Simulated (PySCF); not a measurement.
PBE on Hf⁻ (hafnium, charge -1), [Xe] 4f14 5d3 6s2, high-spin 4F determinant. Calculation: PySCF 2.14, in aug-cc-pVDZ-PP with ECP60MDF; scalar relativity through the core potential.

```
cycle= 1 E= -48.4598415850511  delta_E= -0.0199  |g|= 0.0219  |ddm|= 1.35
cycle= 2 E= -48.4393520559922  delta_E= 0.0205  |g|= 0.125  |ddm|= 0.54
cycle= 3 E= -48.4610355744741  delta_E= -0.0217  |g|= 0.0219  |ddm|= 0.332
cycle= 4 E= -48.4616903068053  delta_E= -0.000655  |g|= 0.00304  |ddm|= 0.0651
cycle= 5 E= -48.461705625911  delta_E= -1.53e-05  |g|= 0.00094  |ddm|= 0.0167
cycle= 6 E= -48.4617073006102  delta_E= -1.67e-06  |g|= 3.3e-05  |ddm|= 0.0042
cycle= 7 E= -48.4617073024091  delta_E= -1.8e-09  |g|= 2.26e-06  |ddm|= 0.000133
cycle= 8 E= -48.4617073024196  delta_E= -1.06e-11  |g|= 2.95e-07  |ddm|= 1.25e-05
converged SCF energy = -48.4617073024196  <S^2> = 3.7624199  2S+1 = 4.0062051
```

Highest occupied orbital energy: 1.896 eV; ⟨L²⟩ = 12.00; populations by l: s 4.00, p 6.00, d 3.00, f 0.00.

Problem. Can this result be used?

Solution. With care. The run converged. Energies and moments cover only the electrons outside the core potential. Spin-orbit coupling, absent here, splits the open shell strongly. The configuration of this anion was assumed by filling the next shell in order. It is not the known or likely ground configuration (Ca⁻, Sr⁻ and Ba⁻, for instance, bind a p electron), so these values are not the electron affinity of the element. At PBE the highest occupied level has a positive energy, so only the finite basis holds that electron.
